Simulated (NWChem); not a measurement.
Molecule: C5H3NSe; SMILES c1(C#N)c[se]cc1

Computed with NWChem. Pople sets run with spherical d functions. Structure relaxed at the PBE0/def2-SVP level. Level PBE/6-31G*: energy and gradient on several grids; changes count from the extra-fine grid, which is no exact limit either.

| grid | size of the energy change (μHa) | largest change of a gradient component (μHa/bohr) |
|---|---|---|
| xcoarse | 3000 | 5000 |
| coarse | < 10 | 200 |
| medium | < 10 | 80 |
| fine | < 10 | < 30 |
| xfine | < 10 | < 30 |
